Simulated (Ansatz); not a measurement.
Results of the Gaussian-basis code of Ansatz.

Basis-set series for C3H10BGaGeSe (`[BH2][GeH]([Se]C)[C](=C)[GaH2]`). Total charge 0; spin multiplicity 1. The structure was optimised at the PBE0-D4/def2-TZVP level. It is one conformer, not always the lowest.

```csv
functional,basis,functions,energy (Eh),HOMO (eV),LUMO (eV)
PBE0-D4,def2-TZVPP,408,-6547.63731,-6.86,-2.83
PBE0-D4,def2-QZVPP,795,-6547.78392,-6.86,-2.83
ωB97M-V,def2-TZVPP,408,-6548.16384,-8.90,-0.94
ωB97M-V,def2-QZVPP,795,-6548.30620,-8.90,-0.96
```

Give the rows for def2-SVP. (Best estimate.)

The calculation gave: 
| functional | basis | functions | energy (Eh) | HOMO (eV) | LUMO (eV) |
| --- | --- | --- | --- | --- | --- |
| PBE0-D4 | def2-SVP | 202 | -6546.67658 | -6.85 | -2.81 |
| ωB97M-V | def2-SVP | 202 | -6547.19585 | -8.87 | -0.83 |

Scalar relativity is left out up to krypton.
